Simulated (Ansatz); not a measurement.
```yaml
atoms:
  - { symbol: N, position_ang: [0.0000, 0.0000, 0.1119] }
  - { symbol: H, position_ang: [0.8610, 0.0000, -0.2610] }
  - { symbol: H, position_ang: [-0.4305, 0.7456, -0.2610] }
  - { symbol: H, position_ang: [-0.4305, -0.7456, -0.2610] }
```

Basis set: cc-pVDZ (spherical functions). Left uncorrelated: 1 orbital. Charge 0, multiplicity 1.

Computed with Ansatz (development build ahead of 0.2.0); each method stands on the lowest determinant of its kind that the runs found. Restricted open shells among the atoms or ions are ROHF, correlated in semicanonical orbitals with singles.

**Question.** Give the atomization energy at this shape (free ground-state atoms in the same class of orbitals less the molecule, no zero-point energy) of singlet NH3 by RHF-MP2, RHF.

**Answer.**

```json
{"method": "RHF-MP2", "atomization energy": "1057.2 kJ/mol"}
{"method": "RHF", "atomization energy": "772.2 kJ/mol"}
```

Caution: the shape is not the minimum.
